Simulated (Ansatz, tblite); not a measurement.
Removing an electron: (AgOH)2 ring (Ag2O2H2). The state is a singlet with charge 0. Geometry: PBE-D4/def2-SVP. Ansatz, gas phase; energy differences of separate SCF runs; the oxidised species was run as a doublet alone.

```xyz
6

Ag   -0.0321   -0.9577   -1.0446
O    -1.2762   -0.9229    0.8207
Ag   -0.3083    1.0995    0.8400
O     0.7567    1.1393   -1.1330
H    -0.8631   -1.4908    1.5012
H     1.7231    1.1327   -0.9843
```

In the def2 sets Ag takes a core potential; there is no spin–orbit coupling. The xTB rows come from tblite.

| level | −HOMO (eV) | vertical IE (eV) | −LUMO (eV) | HOMO–LUMO gap (eV) |
| --- | --- | --- | --- | --- |
| GFN1-xTB | 10.78 | 14.12 | 8.16 | 2.62 |
| GFN2-xTB | 9.31 | 12.85 | 6.15 | 3.16 |
| PBE-D4/def2-TZVP | 5.00 | 8.03 | 3.25 | 1.75 |
| r2SCAN-D4/def2-TZVP | 5.11 | 7.99 | 2.97 | 2.14 |
| PBE0-D4/def2-TZVP | 6.29 | 8.22 | 2.30 | 3.99 |

Relaxing the oxidised species (PBE-D4/def2-SVP) changes its energy by -0.14 eV at PBE-D4/def2-TZVP, so the adiabatic ionisation energy to this nearest minimum is 7.89 eV. At PBE0-D4/def2-TZVP it is 8.07 eV.   Raw xTB energy differences between charge states are shifted by several eV; the methods need an empirical correction for them.
